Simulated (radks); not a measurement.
Neutral fluorine inside a hard spherical wall (all orbitals vanish at R), configuration held at [He] 2s2 2p5 and not refilled when levels cross. Calculated with a radial shooting solver on a logarithmic mesh with Libxc functionals: non-relativistic Kohn-Sham, LDA (Slater exchange, Perdew-Wang correlation), spin-polarised, spherical densities, point nucleus; open shells are filled with parallel spins first. Eigenvalues in eV for spin up, with the zero of energy where the potential of the charges vanishes at infinity; a dash marks a level that is unbound or too diffuse for the functional's potential to be trusted. A positive occupied level is held by the wall or, in an anion where self-interaction has pushed it up, behind a barrier. The pressure on the wall is -dE/dV.

R (bohr)  E (hartree)  kinetic (hartree)    e(1s)    e(2s)    e(2p)  e(3s, empty)  e(3p, empty)  pressure (GPa)
free        -99.11120             98.691  -658.54  -30.309  -12.026        -0.107             -               0
12          -99.11120             98.691  -658.54  -30.309  -12.026         0.135         1.409        < 0.0001
10          -99.11119             98.691  -658.54  -30.309  -12.025         0.365         1.979        < 0.0001
8           -99.11118             98.691  -658.53  -30.307  -12.024         0.941         3.121        0.000926
7           -99.11111             98.692  -658.52  -30.299  -12.016         1.574         4.198         0.00758
6           -99.11065             98.696  -658.48  -30.264  -11.979         2.779         6.042          0.0652
4           -99.08794             98.846  -657.24  -29.425  -11.071        11.583        17.094            6.61
3.5         -99.04881             99.063  -655.78  -28.478  -10.007        18.226        24.441            24.0
3           -98.93657             99.614  -652.59  -26.451   -7.694        30.415        37.045            96.0
1.5         -93.09185            117.169  -591.30   23.415   43.957        249.49        228.27           17000
